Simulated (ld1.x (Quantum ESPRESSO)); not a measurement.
**Reading a pseudo-wave (caesium)**

Columns: radius, all-electron u(r) and pseudo u(r) of the 6s shell (level -3.67 eV) of caesium in the configuration [Kr] 4d10 5s2 5p6 5d0 6s0.5 6p0; Wu–Cohen, scalar-relativistic, PAW scheme, ld1.x (Quantum ESPRESSO) 7.5.

| r (bohr) | all-electron | pseudo |
| --- | --- | --- |
| 0.233 | 0.0934 | 0.2228 |
| 0.465 | -0.1195 | 0.4098 |
| 0.698 | -0.0797 | 0.5351 |
| 0.930 | 0.0928 | 0.5830 |
| 1.162 | 0.2072 | 0.5544 |
| 1.395 | 0.2303 | 0.4625 |
| 1.628 | 0.1845 | 0.3296 |
| 1.860 | 0.1003 | 0.1811 |
| 2.093 | 0.0000 | 0.0369 |
| 2.325 | -0.1004 | -0.0886 |
| 2.558 | -0.1930 | -0.1916 |
| 2.790 | -0.2727 | -0.2732 |
| 3.023 | -0.3386 | -0.3386 |
| 3.255 | -0.3903 | -0.3903 |
| 3.488 | -0.4295 | -0.4295 |
| 3.720 | -0.4576 | -0.4576 |
| 3.953 | -0.4764 | -0.4764 |
| 4.185 | -0.4871 | -0.4871 |
| 4.418 | -0.4909 | -0.4909 |
| 4.650 | -0.4892 | -0.4892 |
| 4.883 | -0.4828 | -0.4828 |
| 5.115 | -0.4728 | -0.4728 |
| 5.348 | -0.4596 | -0.4596 |
| 5.580 | -0.4440 | -0.4440 |
| 5.813 | -0.4264 | -0.4264 |
| 6.045 | -0.4075 | -0.4075 |

(1) How many radial nodes do the two functions have?

(2) At about which radius was the pseudo-wave matched?

(3) Is the pseudo-wave norm-conserving?

## Answers

(1) The all-electron 6s function has n − l − 1 = 5 (the table is too coarse to show those close to the nucleus); the pseudo-wave has 1, since 1 lower shell of the same l stays in the valence.

(2) 3.15 bohr, where the columns begin to agree (steps of 0.23 bohr).

(3) No, it belongs to a PAW set: the norm inside the radius is not constrained, and the difference is carried by the augmentation charge.
